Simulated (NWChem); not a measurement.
System: SnSiNH$_{5}$, singlet; SMILES [SiH3][Sn][NH2]

Parts of the log:

```
             Northwest Computational Chemistry Package (NWChem) 7.3.0
             --------------------------------------------------------

 CS  symmetry detected

                             Geometry "geometry" -> ""
                             -------------------------

 Output coordinates in angstroms (scale by  1.889725989 to convert to a.u.)

  No.       Tag          Charge          X              Y              Z
 ---- ---------------- ---------- -------------- -------------- --------------
    1 Sn                  50.0000    -0.33924466     0.59028069     0.00000000
    2 N                    7.0000     1.70073484     0.83115023     0.00000000
    3 H                    1.0000     2.16158657     1.74662411     0.00000000
    4 H                    1.0000     2.38877513     0.07120729     0.00000000
    5 Si                  14.0000     0.01580423    -2.08464251     0.00000000
    6 H                    1.0000    -0.60019009    -2.75562703     1.20782981
    7 H                    1.0000     1.48584816    -2.45366831     0.00000000
    8 H                    1.0000    -0.60019009    -2.75562703    -1.20782981

 Effective nuclear repulsion energy (a.u.)     314.7002018253

      Symmetry information
      --------------------

 Group name             Cs
 Group number              2
 Group order               2
 No. of unique centers     7

                                 NWChem DFT Module
                                 -----------------

 Summary of "ao basis" -> "ao basis" (spherical)
 ------------------------------------------------------------------------------
       Tag                 Description            Shells   Functions and Types
 ---------------- ------------------------------  ------  ---------------------
 Sn                         def2-svp                10       26   4s4p2d
 N                          def2-svp                 6       14   3s2p1d
 H                          def2-svp                 3        5   2s1p
 Si                         def2-svp                 8       18   4s3p1d

      Symmetry analysis of basis
      --------------------------

        a'         58
        a"         25

            General Information
            -------------------
          SCF calculation type: DFT
          Wavefunction type:  closed shell.
          No. of atoms     :     8
          No. of electrons :    48
           Alpha electrons :    24
            Beta electrons :    24
          Charge           :     0
          Spin multiplicity:     1
          Use of symmetry is: on ; symmetry adaption is: on
          Maximum number of iterations: 150
          AO basis - number of functions:    83
                     number of shells:    39
          Convergence on energy requested:  1.00D-06
          Convergence on density requested:  1.00D-05
          Convergence on gradient requested:  5.00D-04

              XC Information
              --------------
                      HCTH407 Method XC Functional
                      HCTH407  Exchange Functional  1.000
                   HCTH407  Correlation Functional  1.000

             Grid Information
             ----------------
          Grid used for XC integration:  medium
          Radial quadrature: Mura-Knowles
          Angular quadrature: Lebedev.
          Tag              B.-S. Rad. Rad. Pts. Rad. Cut. Ang. Pts.
          ---              ---------- --------- --------- ---------
          Sn                  1.45      123          10.0       590
          N                   0.65       49          11.0       434
          H                   0.35       45          13.0       434
          Si                  1.10       88          11.0       590
          Grid pruning is: on
          Number of quadrature shells:   440
          Spatial weights used:  Erf1

      Superposition of Atomic Density Guess
      -------------------------------------

 Sum of atomic energies:        -594.57486398

      Non-variational initial energy
      ------------------------------

 Total energy =    -559.424872
 1-e energy   =   -1179.627989
 2-e energy   =     456.066387
 HOMO         =      -0.206066
 LUMO         =      -0.057644

      Symmetry analysis of molecular orbitals - initial
      -------------------------------------------------

  Numbering of irreducible representations:

     1 a'          2 a"

  Orbital symmetries:

     1 a'          2 a'          3 a'          4 a'          5 a'
     6 a"          7 a'          8 a'          9 a'         10 a"
    11 a'         12 a'         13 a'         14 a"         15 a"
    16 a'         17 a'         18 a'         19 a'         20 a'
    21 a"         22 a'         23 a"         24 a'         25 a"
    26 a'         27 a'         28 a'         29 a"         30 a'
    31 a'         32 a'         33 a'         34 a'

     ---------------------------------------------
      Total Density - Mulliken Population Analysis
     ---------------------------------------------

    Atom       Charge   Shell Charges
 -----------   ------   -------------------------------------------------------
    1 Sn  22    21.24   1.60  0.43  1.18  0.67  3.27  2.73  0.75  0.54  9.77  0.30
    2 N    7     7.95   1.99  1.04  0.51  2.56  1.84  0.01
    3 H    1     0.76   0.59  0.13  0.04
    4 H    1     0.77   0.59  0.13  0.04
    5 Si  14    14.07   2.00  1.99  1.06  0.35  5.94  1.16  1.48  0.08
    6 H    1     1.07   0.69  0.37  0.01
    7 H    1     1.07   0.69  0.38  0.01
    8 H    1     1.07   0.69  0.37  0.01

[...]
```

Level: HCTH/407/def2-SVP with def2 effective core potentials on Sn. Low-valent species are run as closed-shell singlets; no triplet was tried in these runs. The geometry was optimised at PBE-D3(BJ)/def2-SVP. def2 effective core potentials on Sn; no spin-orbit coupling.

**Question.** Reconstruct the input file.

**Answer.** Several could match; the one computed here: the input that was run:
```
start job
memory heap 200 mb stack 900 mb global 1100 mb
geometry units angstroms noautoz
  Sn    -0.290651     0.574218     0.557114
  N      1.604443     0.948482    -0.141513
  H      2.007846     1.888545    -0.204951
  H      2.267819     0.238934    -0.469212
  Si     0.117460    -2.060063     0.138446
  H     -0.000852    -2.877988     1.405530
  H      1.498199    -2.329347    -0.425697
  H     -0.873672    -2.657138    -0.836083
end
basis spherical
  Sn library def2-svp
  N library def2-svp
  H library def2-svp
  Si library def2-svp
end
ecp
  Sn library def2-ecp
end
dft
  xc hcth407
  iterations 150
  mulliken
end
task dft energy
```
